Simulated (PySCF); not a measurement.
C6H6F2N (doublet state).
SMILES with atom numbers: `[CH3:1][C@@H:2]([F:3])/[C:4]([C:5]#[N:6])=[CH:7]/[CH:8][F:9]` (hydrogens: H10, H11, H12 on C1; H13 on C2; H14 on C7; H15 on C8)

Cartesian coordinates in Å at the GFN2-xTB level; atoms count from 1:
```
atom  x, y, z in Å
C1    -2.0010   -0.5889   -0.5211
C2    -1.1610    0.0061    0.6096
F3    -1.0654   -0.9137    1.6310
C4     0.2105    0.3950    0.1337
C5     0.2793    1.5026   -0.7037
N6     0.3193    2.4223   -1.3984
C7     1.3514   -0.3377    0.4817
C8     2.6047   -0.0193    0.0719
F9     3.6465   -0.7621    0.4398
H10   -2.1340    0.1524   -1.3040
H11   -1.5038   -1.4640   -0.9338
H12   -2.9729   -0.8846   -0.1337
H13   -1.6745    0.8810    1.0363
H14    1.2203   -1.1990    1.1227
H15    2.8761    0.8177   -0.5539
```

The hyperfine couplings belong to this conformer and change with its torsions.

Computed, not measured: UKS B3LYP, pcH-1 on C F H N, non-relativistic, mean-field spin-orbit, GIAO (PySCF). One conformer (not necessarily the lowest) at the GFN2-xTB geometry, without solvent, vibrations or thermal averaging. The geometry wasn't refined by DFT: couplings that depend on bond lengths, twists or pyramidal angles can differ widely from those at the functional's own minimum. No stability test was run, so a lower SCF solution isn't excluded. ⟨S²⟩ is 0.776 where a pure state has 0.75.

(1) Give the principal g shifts and their parts.

(2) What effective moment and Curie constant follow for a powder?

(3) What are the electron Larmor frequencies g μB B/h along the three axes at 340 mT?

(4) In a frozen sample, at which fields do the three g values resonate at 9.5, 34, 94 and 263 GHz (hyperfine left aside), and which band first spreads them over more than twice a line width of 1.0 mT?

Answers

(1) 
| Δg (ppm) | 1 | 2 | 3 |
| --- | --- | --- | --- |
| relativistic mass correction | -198 | -198 | -198 |
| gauge correction | -5 | 43 | 38 |
| orbital Zeeman/spin–orbit | -1 | 1488 | 2238 |
| total | -204 | 1333 | 2078 |

So g = 2.00212, 2.00365, 2.00440 and g_iso = 2.00339; the tensor is rhombic: the two nearest values differ by 33 % of g3 − g1. Axes: g3 points within 6° of the C2–C4 bond.

(2) With the mean of g² = 4.0136 and S(S+1) = 0.75: μ_eff = √(⟨g²⟩S(S+1)) = 1.735 μB and χT = 0.12505·⟨g²⟩·S(S+1) = 0.376 cm³ K/mol (cgs; spin-Hamiltonian part alone).

(3) 9.5275, 9.5348, 9.5384 GHz for g1, g2 and g3, a range of 10.9 MHz.

(4) 
```csv
band,GHz,B(g3) mT,B(g2) mT,B(g1) mT,spread mT
X,9.5,338.63,338.76,339.02,0.39
Q,34.0,1211.95,1212.40,1213.33,1.38
W,94.0,3350.68,3351.92,3354.50,3.82
J,263.0,9374.77,9378.25,9385.45,10.69
```

The spread grows in proportion to the frequency. W band is the first where it exceeds 2.0 mT.

Largest spin populations (Mulliken): C4 (+0.58), C8 (+0.49), N6 (+0.22) and C7 (-0.21). Three atoms exceed +0.15. The positive populations add up to 1.40 and the negative ones to -0.40, together 2S = 1. The angles at C4 add up to 360.0°, so it is planar.

The HOMO–LUMO gaps are 5.44 eV among the α and 5.05 eV among the β orbitals.
